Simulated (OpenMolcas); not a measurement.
# What dynamic correlation does to the levels of Ce³⁺

- Program: OpenMolcas
- Basis: ANO-RCC-VDZP [7s6p4d2f1g]
- Scalar Hamiltonian: DKH2, point nucleus
- Active space: 1 electron in 12 orbitals (RAS2 4f; RAS3 5d, at most 1 electron)
- State averaging: 2S+1 = 2 odd, 7 roots; 2S+1 = 2 even, 5 roots
- Spin-orbit coupling: RASSI with atomic mean-field integrals over the reference wave functions, term energies averaged over their components

Methods on the same reference wave functions:
A. RASSCF
B. SS-RASPT2, IPEA 0.25 Eh, imaginary shift 0.1 Eh (closed shells correlated: 5s 5p)

Energies in cm⁻¹ above 4f ²F°_5/2, the measured ground level; measured values from Martin, Zalubas and Hagan, Atomic Energy Levels: The Rare-Earth Elements, NSRDS-NBS 60 (1978).

```csv
Level,A,B,Measured
4f ²F°_5/2,0.0,0.0,0.0
4f ²F°_7/2,2428,2430,2253
5d ²D_3/2,46381,47500,49737
5d ²D_5/2,48932,50050,52226
```

Deviations, from unrounded energies. A percentage is the sum of absolute deviations over the sum of measured energies, with the sign that they share, or ± where signs differ.

| Against measurement | Levels | A | B |
| --- | --- | --- | --- |
| mean absolute deviation (cm-1) | 3 | 2300 | 1500 |
| fine structure of the ground term (%) | 1 | +7.8 | +7.8 |
| other configurations (%) | 2 | -6.5 | -4.3 |

B lies closest to measurement on these levels. The largest miss of B in the table is 5d ²D_3/2, by -2200 cm-1. The ranking rests on the paired levels alone, and a cruder setting can come out closer through cancelling errors.

The lowest spin-free term lies below A's lowest term by 0.171 hartree in B.

Term energies are means over components that CASPT2 splits; among the terms shown or strongly mixed into the levels shown the widest spread is 21 cm-1 (4f ²F°, B). The basis is small and was not contracted for so high a charge. With one active electron the reference holds no correlation, so core polarisation is missing (holds for A). With one active electron, CASPT2 adds the correlation within the correlated inactive shells and between them and that electron, and leaves the splitting within a term as the reference gives it (holds for B). Computed and measured levels are paired by configuration, term and J; levels that our copy of the source lacks, or whose pairing is in doubt (as where it misses far off the trend of its configuration), stay unpaired and out of the deviations. Only configurations of the active space appear.

° marks odd parity.
